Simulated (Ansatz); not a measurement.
Consider the redistribution: `CO[SiH2]S[SiH2]O` + `F[SiH2][SnH3]` → `CO[SiH2][SnH3]` + `O[SiH2]S[SiH2]F`.

Program: Ansatz. Geometries: PBE0-D4/def2-TZVP. ΔE: electronic, gas phase. CBS: MP2 limit from def2 TZ/QZ plus the TZ coupled-cluster correction, frozen cores. Functionals use def2-TZVPP. B3LYP here is the variant with VWN-RPA as its local correlation; programs differ in this. def2 core potentials past Kr. For Sn outer-core shells are correlated without core-valence functions, which leaves a few kJ/mol of doubt a bond. Each species was taken in one conformer, which may not be the lowest.

| level | ΔE (kJ/mol) | difference from CCSD(T)/CBS |
| --- | --- | --- |
| r2SCAN-D4 | 9.5 | 1.1 |
| PBE0-D4 | 9.6 | 1.2 |
| B3LYP-D4 | 10.2 | 1.8 |
| ωB97X-V | 10.2 | 1.8 |
| B2PLYP | 7.1 | -1.3 |
| PBE | 6.6 | -1.8 |
| B3LYP | 5.0 | -3.4 |
| HF/def2-TZVPP | 1.2 | -7.2 |
| SCS-MP2/def2-TZVPP | 8.0 | -0.4 |
| CCSD/def2-TZVPP | 7.8 | -0.6 |
| HF/def2-QZVPP | 0.6 | -7.8 |
| MP2/def2-QZVPP | 8.8 | 0.4 |
| SCS-MP2/def2-QZVPP | 7.2 | -1.2 |
| HF/CBS(def2) | 0.5 | -7.9 |
| MP2/CBS(def2) | 8.6 | 0.2 |
| CCSD/CBS(def2) | 6.8 | -1.6 |
| CCSD(T)/CBS | 8.4 | 0 |

Largest T1 diagnostic among the species: 0.013.

In def2-TZVPP, CCSD(T) changes the Hartree–Fock value by +8.2 kJ/mol (the triples alone add +1.6 kJ/mol) and MP2 by +8.4 kJ/mol. The D4 term adds +5.2 kJ/mol with B3LYP and +3.0 kJ/mol with PBE0; it sums over pairs of atoms, weighted by their polarisabilities, and B3LYP, whose exchange is more repulsive, gets the larger term.
